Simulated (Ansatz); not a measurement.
`F/C=[C](/F)[GaH2]` + `C=N` → `C=[N][GaH2]` + `F/C=C/F` at 700 K and 1 bar (ligand exchange at a Ga–C bond).

Isolated molecules relaxed with PBE0-D4/def2-TZVP in Ansatz; ΔE leaves out vibrations. CCSD(T)/CBS adds triple-zeta CCSD(T) − MP2 to the extrapolated MP2 energy (def2 sets, frozen cores). This one scheme is used for every species. Double bonds are as drawn, so ΔE can hold a change between cis and trans. For Ga outer-core shells are correlated without core-valence functions, which leaves a few kJ/mol of doubt a bond. Scalar relativity is left out up to krypton.

```tsv
species	CCSD(T)/CBS energy (Eh)	H − E (kJ/mol)	S (J/(mol·K))
`F/C=[C](/F)[GaH2]`	-2201.36378	173.6	440.9
`C=N`	-94.52360	135.6	268.6
`C=[N][GaH2]`	-2019.05960	166.4	378.6
`F/C=C/F`	-276.83639	141.3	332.1
```

H − E and S are ideal-gas, rigid-rotor, harmonic terms from PBE0-D4/def2-TZVP. 1 Eh = 2625.50 kJ/mol, R = 8.31446 J/(mol·K).

Q: By hand: ΔE, ΔH, ΔS and ΔG.

A: ΔE = (-2019.05960) + (-276.83639) − (-2201.36378) − (-94.52360) = -0.00861 Eh = -22.6 kJ/mol. Δ(H − E) = 166.4 + 141.3 − 173.6 − 135.6 = -1.5, so ΔH = -24.1 kJ/mol. ΔS = 378.6 + 332.1 − 440.9 − 268.6 = 1.2 J/(mol·K). ΔG = -24.1 − 700 × (1.2)/1000 = -24.9 kJ/mol.

Q: By hand: the equilibrium constant, and the temperature at which ΔG would vanish if ΔH and ΔS stayed fixed.

A: log₁₀ K = −ΔG/(RT ln 10) = 1.9. ΔH and −TΔS have one sign here, so there is no such temperature. One of them is within its doubt of zero, so this could turn.

The number of gas molecules stays the same, so ΔS is small and ΔH decides. A doubt of 5 kJ/mol in ΔE shifts log₁₀ K by 0.4 here. These are equilibria of isolated gas molecules and say nothing of rates. Largest T1 diagnostic: 0.017 (customary marks: 0.02 for closed shells, 0.045 for open ones).
